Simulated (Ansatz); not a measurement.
Isolated molecules relaxed with PBE0-D4/def2-TZVP in Ansatz; ΔE leaves out vibrations. CBS: MP2 limit from def2 TZ/QZ plus the TZ coupled-cluster correction, frozen cores. This one scheme is used for every species. Functionals use def2-TZVPP.

Reaction (cleavage of the Si–Si bond): `F[Si]1([SiH3])[CH2][AlH]1` + HCl → `F[Si]1(Cl)[CH2][AlH]1` + SiH₄

`F[Si]1([SiH3])[CH2][AlH]1`:

Cartesian coordinates in Å:
```
F 2.179 -0.968 0.672
Si 0.778 -0.479 0.044
Si -0.975 -0.825 1.544
C 0.662 1.243 -0.699
Al 0.051 0.013 -2.110
H -0.860 -0.011 2.787
H -1.098 -2.258 1.919
H -2.221 -0.420 0.830
H 0.306 2.118 -0.158
H 1.606 1.509 -1.214
H -0.429 0.078 -3.616
```

HCl:

Z-matrix (Å, degrees):
```
Cl
H 1 1.279
```

`F[Si]1(Cl)[CH2][AlH]1`:

Z-matrix (Å, degrees):
```
Si
Cl 1 2.059
C 1 1.862 2 111.0
F 1 1.597 2 106.5 3 -130.4
Al 1 2.322 2 114.8 3 60.2
H 3 1.109 1 105.8 2 -159.4
H 3 1.089 1 126.9 2 -29.5
H 5 1.582 1 167.5 2 67.0
```

SiH₄:

Z-matrix (Å, degrees):
```
Si
H 1 1.485
H 1 1.485 2 109.5
H 1 1.485 2 109.5 3 -120.0
H 1 1.485 2 109.5 3 120.0
```

```tsv
level	ΔE (kcal/mol)	difference from CCSD(T)/CBS
ωB97X-V	-24.5	-0.3
ωB97M-V	-25.8	-1.6
B2PLYP	-25.6	-1.4
r2SCAN	-24.1	0.1
PBE0	-22.5	1.7
HF/def2-TZVPP	-29.0	-4.8
CCSD(T)/def2-TZVPP	-23.9	0.3
MP2/def2-QZVPP	-26.3	-2.1
MP2/CBS(def2)	-26.4	-2.2
CCSD/CBS(def2)	-24.8	-0.6
CCSD(T)/CBS	-24.2	0
```

Largest T1 diagnostic among the species: 0.014.

In def2-TZVPP, CCSD(T) changes the Hartree–Fock value by +5.1 kcal/mol (the triples alone add +0.5 kcal/mol) and MP2 by +3.0 kcal/mol. From PBE to PBE0 (25 % exact exchange), in def2-TZVPP and without D4, ΔE moves by −1.1 kcal/mol.
